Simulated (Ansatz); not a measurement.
Tetraphenylethylene (C₂₆H₂₀) was relaxed with r2SCAN-D4 (def2-SVP) in Ansatz in these states: charge -1 doublet, neutral singlet. The geometries follow in no particular order.

Single mean-field runs in def2-SVP are fitted with def2-universal-jkfit.

A:

```xyz
46

C    -2.045   -4.218    0.515
C    -2.282   -3.339   -0.547
C    -1.536   -2.166   -0.669
C    -0.534   -1.849    0.269
C     0.280   -0.612    0.138
C    -0.281    0.612   -0.138
C    -1.746    0.851   -0.060
C    -2.503    0.398    1.038
C    -3.874    0.643    1.109
C    -4.520    1.344    0.084
C    -3.778    1.811   -1.005
C    -2.403    1.578   -1.071
C     0.535    1.789   -0.535
C     1.549    1.682   -1.507
C     2.297    2.797   -1.885
C     2.050    4.044   -1.299
C     1.037    4.168   -0.342
C     0.280    3.055    0.028
C     1.744   -0.791    0.327
C     2.411   -1.877   -0.273
C     3.785   -2.057   -0.098
C     4.515   -1.169    0.698
C     3.859   -0.102    1.322
C     2.489    0.086    1.138
C    -0.288   -2.756    1.318
C    -1.043   -3.923    1.446
H    -2.632   -5.137    0.611
H    -3.052   -3.569   -1.289
H    -1.722   -1.481   -1.501
H    -2.001   -0.149    1.841
H    -4.443    0.288    1.974
H    -5.596    1.534    0.140
H    -4.273    2.365   -1.809
H    -1.825    1.951   -1.922
H     1.743    0.709   -1.967
H     3.076    2.693   -2.646
H     2.639    4.917   -1.594
H     0.833    5.140    0.117
H    -0.517    3.158    0.771
H     1.842   -2.578   -0.891
H     4.288   -2.898   -0.585
H     5.590   -1.315    0.842
H     4.419    0.588    1.960
H     1.980    0.921    1.627
H     0.500   -2.531    2.044
H    -0.847   -4.608    2.276
```

B:

```xyz
46

C    -1.7105    4.4004    0.2011
C    -1.7082    3.4402    1.2235
C    -1.0622    2.2190    1.0558
C    -0.3838    1.8876   -0.1487
C     0.2607    0.5855   -0.3266
C    -0.2607   -0.5855    0.3266
C    -1.7003   -0.7413    0.5403
C    -2.6469   -0.1788   -0.3590
C    -4.0179   -0.2906   -0.1477
C    -4.5215   -0.9726    0.9697
C    -3.6092   -1.5369    1.8732
C    -2.2361   -1.4221    1.6671
C     0.6385   -1.6435    0.7899
C     1.9643   -1.3545    1.2142
C     2.8396   -2.3559    1.6238
C     2.4408   -3.7005    1.6368
C     1.1379   -4.0134    1.2227
C     0.2610   -3.0137    0.8071
C     1.4456    0.4971   -1.1814
C     2.3806    1.5607   -1.3034
C     3.5199    1.4514   -2.0977
C     3.7912    0.2727   -2.8076
C     2.8865   -0.7938   -2.6996
C     1.7449   -0.6857   -1.9111
C    -0.4055    2.8752   -1.1708
C    -1.0486    4.0989   -0.9981
H    -2.2197    5.3604    0.3341
H    -2.2131    3.6523    2.1730
H    -1.0649    1.4860    1.8673
H    -2.2734    0.3502   -1.2401
H    -4.7089    0.1550   -0.8726
H    -5.6002   -1.0592    1.1350
H    -3.9760   -2.0637    2.7619
H    -1.5449   -1.8488    2.4002
H     2.2910   -0.3109    1.2182
H     3.8506   -2.0829    1.9478
H     3.1306   -4.4872    1.9586
H     0.8051   -5.0579    1.2104
H    -0.7416   -3.2864    0.4642
H     2.2049    2.4815   -0.7390
H     4.2175    2.2952   -2.1539
H     4.6891    0.1860   -3.4278
H     3.0714   -1.7245   -3.2483
H     1.0474   -1.5253   -1.8454
H     0.0816    2.6538   -2.1252
H    -1.0466    4.8263   -1.8183
```

Problem. Judge from the bond lengths which geometry belongs to which state (an estimate).

Solution. A is the neutral singlet (C5–C6 1.374 Å, C6–C13 1.487 Å, C4–C5 1.486 Å); B is the charge -1 doublet (C5–C6 1.439 Å, C6–C13 1.464 Å, C4–C5 1.464 Å).

At r2SCAN-D4/def2-SVP the highest occupied level of the relaxed charge -1 doublet lies above zero (up to 0.51 eV). By energy differences its removal costs 0.79 eV (each at its own geometry, to the charge 0 singlet, at PBE0-D4/def2-TZVP).
